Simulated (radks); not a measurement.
Problem. Os44+, configuration [Ar] 3d10 4s2 4p2. Calculated with a radial shooting solver on a logarithmic mesh with Libxc functionals: Dirac Kohn-Sham, PBE, spin-unpolarised, spherical densities, finite nucleus; open shells are shared between the two j in proportion to 2j + 1; Fermi nuclear charge, rms radius 5.4126 fm. Some entries of the table are withheld. Estimate them.

orbital,occ.,eigenvalue (hartree),<r> (bohr)
1s1/2,2,(1),0.01774
2s1/2,2,-550.8641,0.07415
2p1/2,2,-531.1772,(2)
2p3/2,4,-474.7295,(3)
3s1/2,2,(4),0.1903
3p1/2,2,(5),0.1802
3p3/2,4,(6),0.1943
3d3/2,4,(7),0.1691
3d5/2,6,(8),0.1734
4s1/2,2,-88.86194,0.3807
4p1/2,0.666667,-85.14537,0.3765
4p3/2,1.33333,-80.91809,0.3966

Solution. 
(1) 1s1/2 eigenvalue (hartree): -2789.987
(2) 2p1/2 <r> (bohr): 0.06120
(3) 2p3/2 <r> (bohr): 0.06936
(4) 3s1/2 eigenvalue (hartree): -185.4273
(5) 3p1/2 eigenvalue (hartree): -176.7866
(6) 3p3/2 eigenvalue (hartree): -164.0011
(7) 3d3/2 eigenvalue (hartree): -149.8350
(8) 3d5/2 eigenvalue (hartree): -147.0266
